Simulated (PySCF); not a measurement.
A calculated (LDA, PySCF 2.14, cc-pV(T+d)Z, no relativity, point nucleus) atom or ion has these occupied shells.

```tsv
shell	electrons	orbital energy (eV)	rms radius, mean of both spins (bohr)
1s α	1	-3111.6	0.1000
1s β	1	-3111.3	0.1000
2s α	1	-307.90	0.455
2s β	1	-307.65	0.455
2p α	3	-244.07	0.421
2p β	3	-243.77	0.421
3s α	1	-36.946	1.48
3s β	1	-35.782	1.48
3p α	3	-22.698	1.70
3p β	2	-21.609	1.70
```

(1) Name the element and its charge.

## Answers

(1) Ar⁺ (argon, charge +1), in [Ne] 3s2 3p5, 2P determinant.
